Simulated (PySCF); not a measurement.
Vertical excitation energies

Compound: C4H13GaO2Si.
SMILES: `[GaH3-][O+]1CC[C@@H](C1)O[SiH3]`

Theory: TDDFT wB97X-D/def2-SVPD, vertical, gas phase, core orbitals frozen in the response in PySCF. Geometry: PBE0-D3(BJ)/def2-SVP, one conformer, isolated molecule. Relativistic effects, spin–orbit coupling among them, are left out although an element past zinc is present.

| state | E (eV) | E (kJ/mol) | λ (nm) | f | main configurations (H = HOMO, L = LUMO) |
| --- | --- | --- | --- | --- | --- |
| S1 | 6.57 | 634 | 188.8 | 0.0041 | H→L+2 (41%), H→L+1 (25%), H→L (17%) |
| S2 | 6.72 | 648 | 184.6 | 0.0018 | H-1→L+2 (42%), H-1→L+1 (26%), H-1→L (14%) |
| S3 | 7.36 | 710 | 168.5 | 0.160 | H→L+1 (49%), H→L (24%), H→L+3 (20%) |
| S4 | 7.37 | 711 | 168.3 | 0.0001 | H-2→L (56%), H-3→L (17%) |
| S5 | 7.52 | 726 | 164.8 | 0.159 | H-1→L+1 (50%), H-1→L+3 (21%), H-1→L (20%) |
| S6 | 8.00 | 772 | 155.0 | 0.013 | H→L+8 (26%), H-1→L+9 (22%), H→L+6 (19%) |
| S7 | 8.08 | 780 | 153.4 | 0.011 | H-3→L (20%), H-4→L (15%), H-2→L+2 (14%) |
| S8 | 8.13 | 784 | 152.6 | 0.013 | H-4→L (53%), H-4→L+2 (9%) |
| S9 | 8.36 | 807 | 148.3 | 0.0060 | H-2→L+4 (47%), H-3→L+4 (10%) |
| S10 | 8.42 | 812 | 147.3 | 0.0082 | H→L (14%), H→L+3 (8%) |

Triplets (Tamm–Dancoff): T1 6.23 eV, H→L+2 (40%), H→L+1 (22%), H→L (15%); T2 6.35 eV, H-1→L+2 (40%), H-1→L+1 (23%), H-1→L (13%); T3 7.09 eV, H-2→L (50%), H-3→L (17%), H-2→L+2 (9%); T4 7.15 eV, H→L+1 (47%), H→L+3 (20%), H→L (15%).

The lowest singlet comes at 189 nm (634 kJ/mol) in the vacuum ultraviolet; it is very weak; its leading configuration is HOMO→LUMO+2 (41%). The largest oscillator strength of a single state is 0.160. Löwdin shares by element: HOMO hydrogen 53% or more, gallium 38%; LUMO silicon 27%, hydrogen 14% or more, gallium 10% (atoms not listed hold the other 49%). Orbital energies (eV): HOMO-3 -10.81, HOMO-2 -10.46, HOMO-1 -9.51, HOMO -9.37, LUMO 1.48, LUMO+1 1.82, LUMO+2 1.88. The oscillator strengths of these states sum to 0.377; summed over the whole spectrum of an exact calculation they would give the number of electrons, 98 (Thomas–Reiche–Kuhn). The listed states span 1.85 eV, and the widest gap between neighbours is 0.64 eV (S2 to S3). The vertical ionisation energy (ΔSCF) is 9.77 eV, 1.36 eV above S10. The window holds the lowest 10 singlets.

Without π bonds the low states are Rydberg-like; a valence basis with one diffuse set may place them up to an eV too high.
